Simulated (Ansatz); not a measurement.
Total energies of CH5BN2Si.

Cartesian coordinates in Å:
```
Si 1.0883 -1.2521 -0.5249
B -0.1654 -0.0822 0.5272
N -1.5843 -0.2417 0.8459
C -1.4795 1.0242 0.5595
N -0.1476 1.3974 0.7819
H 0.9801 -0.8807 -1.9643
H 2.4977 -1.0292 -0.1012
H 0.7529 -2.6898 -0.3703
H -2.2214 1.6705 0.0802
H 0.2793 2.0836 0.1660
```

Charge 0, multiplicity 1. The bonds changed during the relaxation, so this is another structure than the one it started from. The structure was optimised at the PBE0-D4/def2-TZVP level. Basis def2-TZVPP, Ansatz 0.2.0.

RPA on PBE orbitals: Hartree–Fock energy of these orbitals -463.27797 Eh, correlation -1.28741 Eh (frozen core).

```json
{"functional": "LDA (SPW92)", "energy without D4 (Eh)": "-462.29925", "D4 term (kJ/mol)": "–"}
{"functional": "PBE", "energy without D4 (Eh)": "-464.63179", "D4 term (kJ/mol)": "-20.0"}
{"functional": "revPBE", "energy without D4 (Eh)": "-464.89563", "D4 term (kJ/mol)": "-62.9"}
{"functional": "BLYP", "energy without D4 (Eh)": "-464.93765", "D4 term (kJ/mol)": "-44.4"}
{"functional": "r2SCAN", "energy without D4 (Eh)": "-464.87449", "D4 term (kJ/mol)": "-4.9"}
{"functional": "B97M-V", "energy without D4 (Eh)": "-464.92573", "D4 term (kJ/mol)": "–"}
{"functional": "PBE0", "energy without D4 (Eh)": "-464.67093", "D4 term (kJ/mol)": "-16.9"}
{"functional": "B3LYP", "energy without D4 (Eh)": "-465.02854", "D4 term (kJ/mol)": "-32.3"}
{"functional": "r2SCANh", "energy without D4 (Eh)": "-464.86325", "D4 term (kJ/mol)": "-5.2"}
{"functional": "r2SCAN0", "energy without D4 (Eh)": "-464.84761", "D4 term (kJ/mol)": "-5.8"}
{"functional": "HSE06 (plane-wave form)", "energy without D4 (Eh)": "-464.65481", "D4 term (kJ/mol)": "-15.7"}
{"functional": "BHLYP", "energy without D4 (Eh)": "-464.89775", "D4 term (kJ/mol)": "-24.2"}
{"functional": "CAM-B3LYP", "energy without D4 (Eh)": "-464.91731", "D4 term (kJ/mol)": "-17.1"}
{"functional": "LC-ωPBE", "energy without D4 (Eh)": "-464.78669", "D4 term (kJ/mol)": "–"}
{"functional": "ωB97X-V", "energy without D4 (Eh)": "-464.90485", "D4 term (kJ/mol)": "–"}
{"functional": "ωB97M-V", "energy without D4 (Eh)": "-464.91323", "D4 term (kJ/mol)": "–"}
{"functional": "B2PLYP", "energy without D4 (Eh)": "-464.73491", "D4 term (kJ/mol)": "–"}
{"functional": "PBE-QIDH", "energy without D4 (Eh)": "-464.55506", "D4 term (kJ/mol)": "–"}
```

B3LYP takes the VWN-RPA correlation (the form of Gaussian; ORCA's B3LYP/G). HSE06 is the plane-wave form, built on full-range PBE exchange. The double hybrids freeze the cores in their second-order part.

LC-ωPBE has ω = 0.4 bohr⁻¹.
